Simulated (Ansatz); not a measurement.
Reaction (formal hydrolysis of the In–Br bond): `[NH2][In]([Br])[Br]` + H₂O → `[NH2][In]([OH])[Br]` + HBr

Computed with Ansatz on PBE0-D4/def2-TZVP structures; ΔE is electronic, products minus reactants. CBS: MP2 limit from def2 TZ/QZ plus the TZ coupled-cluster correction, frozen cores. This one scheme is used for every species. Functionals use def2-TZVPP. Elements past krypton have def2 core potentials. For Br, In outer-core shells are correlated without core-valence functions, which leaves a few kJ/mol of doubt a bond. Scalar relativity is left out up to krypton. Each species was taken in one conformer, which may not be the lowest.

**Question.** Is it downhill or uphill in electronic energy at CCSD(T)/CBS, and by how much? (An estimate is asked.)

**Answer.** Ansatz gave: Uphill: ΔE = +1.12 eV.

**Question.** What do these levels give: LDA (SPW92), r2SCAN-D4, B97M-V, PBE0-D4, B2PLYP, BLYP, r2SCAN, PBE0, BHLYP, CAM-B3LYP, HF/def2-TZVPP, MP2/def2-TZVPP? (An estimate is asked.)

**Answer.** The calculation gave: LDA (SPW92) 1.03, r2SCAN-D4 1.09, B97M-V 1.06, PBE0-D4 1.16, B2PLYP 1.07, BLYP 0.97, r2SCAN 1.08, PBE0 1.14, BHLYP 1.16, CAM-B3LYP 1.04, HF/def2-TZVPP 1.28, MP2/def2-TZVPP 1.11 eV.

Largest T1 diagnostic among the species: 0.013.

Leaving LDA and LC-ωPBE aside and taking each functional with its dispersion term where it has one, the values, not all of them listed here, spread over 0.22 eV, from BLYP-D4 to BHLYP-D4. At CCSD(T), def2-SVP lies −0.05 eV from the extrapolated value and def2-TZVPP −0.04 eV.
